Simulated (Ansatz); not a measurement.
`C=C[Si](N)(O)F` from Hartree–Fock to CCSD(T)

Cartesian coordinates in Å:
```
C 1.4985 -0.0641 1.2077
C 0.5923 -0.8918 0.6924
Si -0.7022 -0.3590 -0.5124
N -0.2115 1.0857 -1.2618
O -2.1925 -0.1519 0.1295
F -0.9225 -1.5739 -1.5231
H 2.2461 -0.3954 1.9233
H 1.5280 0.9868 0.9334
H 0.6092 -1.9336 1.0089
H -0.8827 1.6370 -1.7722
H 0.7093 1.1696 -1.6611
H -2.2720 0.4906 0.8353
```

Charge 0, multiplicity 1. Geometry: relaxed with PBE0-D4/def2-TZVP. It is one conformer, not always the lowest. Frozen core, restricted reference, Ansatz 0.2.0. CBS rows extrapolate triple and quadruple zeta; past MP2 they add the triple-zeta difference.

```tsv
basis	HF (Eh)	MP2 corr.
def2-SVP	-596.71934	-0.89312
def2-TZVPP	-597.21894	-1.13835
def2-QZVPP	-597.24332	-1.22860
```

Problem. Estimate the CCSD correlation energy and the (T) correction in each basis where they were run (hartree).

Solution. 
| basis | CCSD corr. | (T) |
| --- | --- | --- |
| def2-SVP | -0.93753 | -0.02382 |
| def2-TZVPP | -1.17046 | -0.04406 |
| CBS(def2) | -1.32756 | as TZ |
